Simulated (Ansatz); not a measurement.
CH$_{7}$BO$_{2}$Si (`BOC(O)[SiH3]`). Total charge 0; spin multiplicity 1. All single points use the PBE0-D4/def2-TZVP geometry. It is one conformer, not always the lowest.

```xyz
12

B     1.051   -1.547    1.005
O     0.574   -0.295    0.913
C    -0.518    0.036    0.054
O    -1.558    0.583    0.792
Si    0.065    1.354   -1.200
H     0.534   -2.434    0.377
H     1.985   -1.723    1.731
H    -0.829   -0.888   -0.458
H    -1.951   -0.100    1.346
H     0.480    2.575   -0.470
H     1.213    0.787   -1.954
H    -1.047    1.654   -2.137
```

(1) What is the dipole moment at B3LYP/def2-TZVPP? (Estimate.)

(2) And with PBE, r2SCAN, ωB97M-V? (Best estimate.)

(3) Give the Mulliken charges with B3LYP, ωB97M-V, PBE in def2-TZVPP. (Best estimate.)

Results:

(1) Computed: 1.57 D, with components (-0.99, -1.12, -0.50) D in this frame, pointing from negative to positive charge.

(2) Computed: PBE 1.49 D, r2SCAN 1.54 D, ωB97M-V 1.58 D.

(3) Ansatz gave: 
```csv
atom,B3LYP,ωB97M-V,PBE
B1,0.03,-0.02,0.01
O2,-0.26,-0.26,-0.18
C3,0.17,0.09,0.14
O4,-0.31,-0.29,-0.27
Si5,0.28,0.19,0.21
H6,0.00,0.04,-0.02
H7,0.02,0.05,0.00
H8,0.06,0.09,0.05
H9,0.18,0.17,0.18
H10,-0.05,-0.01,-0.04
H11,-0.07,-0.02,-0.05
H12,-0.06,-0.02,-0.05
```

B3LYP here is the variant with VWN-RPA as its local correlation; programs differ in this.
